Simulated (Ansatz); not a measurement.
One change: `C/N=[CH]\[GeH3]` becomes `C/N=C\F`.

Ansatz, PBE0-D4/def2-TZVP geometries, multiplicity 1. 

Scalar relativity is left out up to krypton.

```tsv
property	`C/N=[CH]\[GeH3]`
size of the dipole moment (PBE/def2-TZVPP) / D	0.89
LUMO energy (ωB97M-V/def2-TZVPP) / eV	1.34
size of the dipole moment (ωB97M-V/def2-TZVPP) / D	1.09
HOMO–LUMO gap (B3LYP/def2-TZVPP) / eV	5.65
HOMO energy (PBE/def2-TZVPP) / eV	-5.57
HOMO energy (PBE0/def2-TZVPP) / eV	-6.90
```

**Question.** Give the same properties after the change, and the shifts. (Estimate.)

**Answer.** The calculation gave: 
```csv
property,`C/N=C\F`,shift
size of the dipole moment (PBE/def2-TZVPP) / D,0.32,-0.57
LUMO energy (ωB97M-V/def2-TZVPP) / eV,2.37,1.03
size of the dipole moment (ωB97M-V/def2-TZVPP) / D,0.26,-0.83
HOMO–LUMO gap (B3LYP/def2-TZVPP) / eV,7.64,1.99
HOMO energy (PBE/def2-TZVPP) / eV,-6.51,-0.94
HOMO energy (PBE0/def2-TZVPP) / eV,-8.07,-1.17
```

With PBE0 the HOMO falls by 1.17 eV and the LUMO rises by 0.92 eV, so the gap widens by about 2.09 eV. PBE moves the HOMO by -0.94 eV and ωB97M-V by -1.31 eV. Dipoles are sizes alone; their direction can turn.

B3LYP here is the variant with VWN-RPA as its local correlation; programs differ in this.
